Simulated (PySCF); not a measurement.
**Dipole response of V⁺ (vanadium, charge +1)**

[Ar] 3d4, high-spin 5D determinant. Computed with PySCF 2.14 in x2c-TZVPPall with one added diffuse shell each of s, p, d, f type (7s6p5d3f1g, 80 functions), with the spin-free X2C one-electron Hamiltonian (Gaussian nucleus). Coupled (time-dependent) response in atomic units; α is the mean over directions.

```
method  mean α (bohr³)         α xx, yy, zz  C₆ (like pair)  S(−4)
 TPSSh           17.60  17.21, 17.21, 18.39           66.18  507.1
```

S(−4) is the Cauchy moment in α(ω) = α(0) + S(−4) ω² + …

α(iu) at TPSSh:

```
u (hartree)  α(iu) (bohr³)
          0          17.60
     0.0500          16.46
      0.100          14.06
      0.200          9.965
      0.300          7.601
      0.500          5.168
      0.750          3.681
       1.00          2.836
       1.50          1.875
       2.00          1.333
       3.00         0.7656
       5.00         0.3441
```

For an ion, C₆ is the dispersion term alone; charge-induced terms of lower order in 1/R come first.

The components differ because the open shell of this determinant is not spherical; for a pure term their mean is the scalar polarisability.
